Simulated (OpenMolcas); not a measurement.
## Cu2+: moving or changing the point charges

Cu2+ among 6 point charges of -2.2 e arranged as an octahedron (Oh), 1.88 Å from the ion.
```
   1.8800    0.0000    0.0000  -2.20
   0.0000    1.8800    0.0000  -2.20
  -1.8800    0.0000    0.0000  -2.20
   0.0000   -1.8800    0.0000  -2.20
   0.0000    0.0000    1.8800  -2.20
   0.0000    0.0000   -1.8800  -2.20
```

- Program: OpenMolcas 26.06
- Method: CASSCF
- Basis: ANO-RCC-VDZP [5s4p2d1f]
- Scalar Hamiltonian: DKH2, point nucleus
- Active space: 9 electrons in 5 orbitals (3d)
- State averaging: 2S+1 = 2 even, 5 roots
- Spin-orbit coupling: state interaction with AMFI integrals over the reference wave functions

Runs around this geometry, states (labels of O, the rotations of Oh). Energies in cm-1 above the lowest state or level, χT in cm3 K/mol; 10Dq is the gap between the two states.

```tsv
R (Å)	q (e)	Ground state	First state of that spin	10Dq	First gap with spin-orbit (degeneracies)	χT at 300 K
1.88	-1.76	2E	2T2 4150	4150	3548 (4, 2)	0.743
1.74	-2.2	2E	2T2 7189	7189	6517 (4, 2)	0.598
1.88	-2.2	2E	2T2 5175	5175	4541 (4, 2)	0.678
```

Taking |10Dq| as R^-n, n = -ln(5175 / 7189) / ln(1.88 / 1.74) = 4.2 between the shortest and longest distance. The point-charge formula for a cubic d site gives n = 5.

Scaling the charges by -1.76 / -2.2 = 0.80 scales |10Dq| by 4150 / 5175 = 0.80; with fixed orbitals a first-order splitting would follow the charge.

An orbital doublet at a regular site is open to a Jahn-Teller distortion, which this geometry leaves out. The ground term spreads over less than 5000 cm-1, several times less than with real ligands, so orbital moments are less quenched and χT lies further from the spin-only value than at real sites (holds for R = 1.88, q = -1.76). Point charges carry no covalency, so the field is a model and not that of real ligands. No measured value stands beside these numbers.
